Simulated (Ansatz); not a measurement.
Results of the Gaussian-basis code of Ansatz.

Basis-set series for `ClB1[SiH2]S1`. Charge 0, multiplicity 1. The geometry is a stationary point of PBE0-D4/def2-TZVP.

```
functional       basis  functions  energy (Eh)  HOMO (eV)  LUMO (eV)
   PBE0-D4  def2-TZVPP        185  -1173.59636      -7.31      -1.75
   PBE0-D4  def2-QZVPP        327  -1173.63245      -7.33      -1.81
   ωB97M-V  def2-TZVPP        185  -1173.95906      -9.32       0.32
   ωB97M-V  def2-QZVPP        327  -1173.99287      -9.35       0.24
```

Give the rows for def2-SVP. (Estimate.)

The calculation gave: 
```json
{"functional": "PBE0-D4", "basis": "def2-SVP", "functions": "78", "energy (Eh)": "-1173.17446", "HOMO (eV)": "-7.29", "LUMO (eV)": "-1.54"}
{"functional": "ωB97M-V", "basis": "def2-SVP", "functions": "78", "energy (Eh)": "-1173.53939", "HOMO (eV)": "-9.26", "LUMO (eV)": "0.60"}
```

Positive LUMOs are unbound and depend on the basis.
